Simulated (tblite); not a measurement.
Question: What does the GFN2-xTB structure of `CC[C@@H](F)[C@H]1C=CC1` look like in three dimensions?

Answer: 
```xyz
19
C7H11F angstrom
C     -2.7578    0.5803   -0.4585
C     -1.4919   -0.2465   -0.6553
C     -0.4190    0.0993    0.3737
F     -0.8865   -0.2375    1.6367
C      0.8904   -0.6399    0.1314
C      1.7169   -0.1550   -1.0330
C      2.7399    0.2257   -0.2751
C      2.0914   -0.1928    1.0141
H     -3.1464    0.4369    0.5469
H     -2.5505    1.6390   -0.6012
H     -3.5207    0.2778   -1.1716
H     -1.0799   -0.0700   -1.6496
H     -1.7293   -1.3085   -0.5634
H     -0.2451    1.1834    0.4022
H      0.7064   -1.7162    0.1502
H      1.5158   -0.1437   -2.0888
H      3.7012    0.6637   -0.4738
H      2.5896   -0.9988    1.5496
H      1.8656    0.6120    1.7113
```

Orientation and origin are arbitrary. Atoms count from 1 in this order. The C–C distances run from 1.329 Å (C6=C7, drawn double) to 1.556 Å (C5–C8, drawn single), a spread of 0.227 Å. The 4-membered ring C5–C6–C7–C8 has internal angles of 85.6° to 94.4° (sum 360°, against 360° for a flat polygon); it is planar, 0.00 Å rms from its mean plane, widest ring torsion 0°. Of the pairs four or more bonds apart, F4···H9 is among the closest relative to their van der Waals radii: 2.60 Å, 97 % of the sum of Bondi's values.

Bonds between heavy atoms (Å): C1–C2 1.525, C2–C3 1.526, C3–F4 1.388, C3–C5 1.523, C5–C6 1.508, C6=C7 1.329, C7–C8 1.503, C5–C8 1.556.

The geometry is computed with GFN2-xTB (gas phase).

Point group: C1 (no symmetry element, even within 0.4 Å). Its GFN2-xTB frequencies are all real (lowest 64 cm⁻¹). The numbers are those of one conformer (C1–C2–C3–F4 64°, C2–C3–C5–C6 74°).
